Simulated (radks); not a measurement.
Coulomb parameter of the 4f shell of the europium ion Eu2+ in the model configuration [Xe] 4f5.5 6p1.5, as a second difference U = [E(n + 0.5) + E(n - 0.5) - 2 E(n)] / (0.5)^2 with all orbitals relaxed. "Bare": the charge of the atom changes with n. "Screened": the 6p shell takes up the change at fixed total charge, which measures U(4f,4f) + U(6p,6p) - 2 U(4f,6p). Calculated with a radial shooting solver on a logarithmic mesh with Libxc functionals: scalar-relativistic Kohn-Sham, r2SCAN, spin-unpolarised, spherical densities, finite nucleus; meta-GGA in the generalised Kohn-Sham scheme; Fermi nuclear charge, rms radius 5.1115 fm.

case              configuration  E - E(n) (eV)
start          [Xe] 4f5.5 6p1.5          0.000
bare +0.5        [Xe] 4f6 6p1.5        -13.325
bare -0.5        [Xe] 4f5 6p1.5         17.850
screened +0.5      [Xe] 4f6 6p1         -7.927
screened -0.5      [Xe] 4f5 6p2         10.220

U(bare) = 18.100 eV, U(screened by 6p) = 9.174 eV, against the Slater integral F0(4f,4f) = 29.632 eV with frozen orbitals.
